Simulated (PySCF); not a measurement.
ZrOCl2, SMILES [O]=[Zr]([Cl])[Cl], multiplicity 1.

Geometry optimised at B3LYP-D3(BJ)/def2-SVP. The spin state was assumed, not searched. The def2 effective core potentials stand for the cores of Zr; spin–orbit coupling is left out.

Level of theory: ωB97X/def2-TZVPD in PySCF.

Isolated molecule, no solvent.

Computed frontier levels, gap, dipole moment and polarisability:
```
Property                                                                                                         Value
---------------------------------------------------------------------------------------------  -----------------------
highest occupied level                                                                                       -11.49 eV
lowest empty level                                                                                            -1.49 eV
orbital gap                                                                                                    9.99 eV
dipole moment                                                                                                   3.19 D
quadrupole, principal values (traceless, Buckingham form, about the centre of nuclear charge)  -8.40, -7.68, 16.08 D·Å
mean static polarisability                                                                        66.9 bohr³ (9.91 Å³)
polarisability, principal values                                                                50.1, 71.2, 79.5 bohr³
```
